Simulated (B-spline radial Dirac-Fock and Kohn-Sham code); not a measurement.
**Binding energies of Tl⁶⁺ at several levels of theory**

System: Tl⁶⁺, configuration [Xe] 4f14 5d7.

The density-functional columns are spherical, spin-unpolarised Dirac-Kohn-Sham results without Breit or QED terms: −ε is minus the orbital energy of the initial state and ΔSCF the difference of two total energies. The reference in the last column comes from ΔSCF Dirac-Fock with Breit, self-energy and vacuum polarisation, finite nucleus, configuration average. All numbers are from a radial atomic solver, in eV; a selection of levels is shown. For the 1s level of heavy atoms much of the gap between ΔSCF and the reference is the Breit and QED part, -473.8 eV here; for other levels the error of the functional can be larger.

```tsv
level	PBE −ε	PBE ΔSCF	LDA −ε	LDA ΔSCF	Dirac-Fock
K (1s)	85517.7	86154.1	85450.6	86084.7	85621.5
L1 (2s)	15284.3	15404.7	15274.3	15395.0	15449.1
L2 (2p1/2)	14680.4	14835.9	14675.7	14831.3	14794.8
L3 (2p3/2)	12614.9	12744.4	12612.5	12742.1	12752.8
M1 (3s)	3712.0	3749.7	3709.4	3747.2	3807.9
M2 (3p1/2)	3438.4	3479.0	3437.4	3478.1	3516.1
M3 (3p3/2)	2979.2	3015.6	2978.8	3015.3	3057.2
M5 (3d5/2)	2427.7	2469.6	2428.1	2470.0	2485.4
N1 (4s)	893.6	912.5	892.4	911.2	948.8
N2 (4p1/2)	775.5	794.3	774.9	793.8	822.8
N3 (4p3/2)	663.8	681.6	663.1	681.0	710.5
N5 (4d5/2)	449.6	467.0	449.6	467.0	483.8
N6 (4f5/2)	200.1	217.1	200.6	217.6	216.2
N7 (4f7/2)	195.5	212.3	196.0	212.8	211.8
O1 (5s)	212.6	223.7	213.0	224.1	231.5
O2 (5p1/2)	172.4	183.0	172.8	183.5	186.3
O3 (5p3/2)	151.2	161.3	151.5	161.5	165.1
O4,5 (5d)	92.23	100.9	92.51	101.2	99.64
```

Question: Order the estimates of the K (1s) level by their distance from the Dirac-Fock value, nearest first.
A. LDA −ε
B. PBE ΔSCF
C. LDA ΔSCF
D. PBE −ε

Answer: D (103.8 eV), A (170.9 eV), C (463.2 eV), B (532.7 eV).

An eigenvalue near the reference for a deep level is a cancellation of errors: it lacks relaxation, carries self-interaction and omits Breit and QED terms.

Values without a named source are computed, but for edge energies of neutral atoms, which are taken from tables.
